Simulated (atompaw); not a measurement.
What one change does to a pseudopotential (Sb, PAW (atompaw))

* Element: antimony (Sb)
* Generator: atompaw 4.2.0.5
* Type: PAW
* Functional: PBE
* Relativity: scalar-relativistic
* Frozen core: [Kr] 4d10
* Valence charge: 5
* Reference configuration: 5s2 5p3
* Partial waves: 5s (bound): rc 2.25 bohr; 5s channel at 2.3 Ry: rc 2.25 bohr; 5p (bound): rc 2.05 bohr; 5p channel at 2 Ry: rc 2.25 bohr; 5d channel at -0.2 Ry: rc 2.25 bohr; 5d channel at 0.3 Ry: rc 2.25 bohr
* Local potential: troulliermartins scheme with l = 3 at 0 Ry, radius 1.80 bohr
* Core correction: smooth core density matched at 1.40 bohr
* Augmentation charge: sinc compensation charge, radius 1.75 bohr; PAW radius 2.25 bohr; waves and projectors: custom rrkj vanderbiltortho

All-electron outer shells of the reference configuration (PBE, scalar-relativistic, ld1.x):

```csv
shell,level (eV),outermost node (bohr),outermost maximum (bohr)
4p,-101.79,0.39,0.76
4d,-33.51,0.38,0.84
5s,-12.83,0.95,1.90
5p,-4.83,1.04,2.35
```

Change: wave 5s channel at 2.3 Ry: rc 2.25 bohr becomes 5s channel at 2.3 Ry: rc 1.36 bohr.

Cutoffs: the cutoffs (Ry, on a coarse ladder) from which the occupation-weighted sum of valence levels, in a spherical-Bessel basis at the reference potential, stays within 10 and 1 mRy of its value at 400 Ry; they do not see the model core or the augmentation charge, which bear on the density cutoff.

**Question.** What does the change do?

**Answer.** The potential gets softer (6 Ry and 15 Ry → 6 Ry and 12 Ry); both files keep a bound ghost (d, p, s).

| quantity | base | changed |
| --- | --- | --- |
| cutoff, loose | 6 Ry | 6 Ry |
| cutoff, tight | 15 Ry | 12 Ry |
| bound ghosts | s, p, d | p, s, d |
| s: phases at 2.27 bohr within 0.05 rad from the reference energy up to (Ry; the scan ends near 5) | to the end of the scan | to the end of the scan |
| p: phases at 2.27 bohr within 0.05 rad from the reference energy up to (Ry; the scan ends near 5) | to the end of the scan | to the end of the scan |
| d: phases at 2.27 bohr within 0.05 rad from the reference energy up to (Ry; the scan ends near 5) | to the end of the scan | to the end of the scan |
| lowest overlap eigenvalue by channel | s 0.14, p 0.20, d 0.83 | s 0.03, p 0.20, d 0.83 |

 A true bound ghost makes a file unfit for plane-wave use even where its test errors are small: the radial tests pick states by their node count and pass the ghost by. The cutoffs see the waves, projectors and local potential, not the compensation charge or the core.
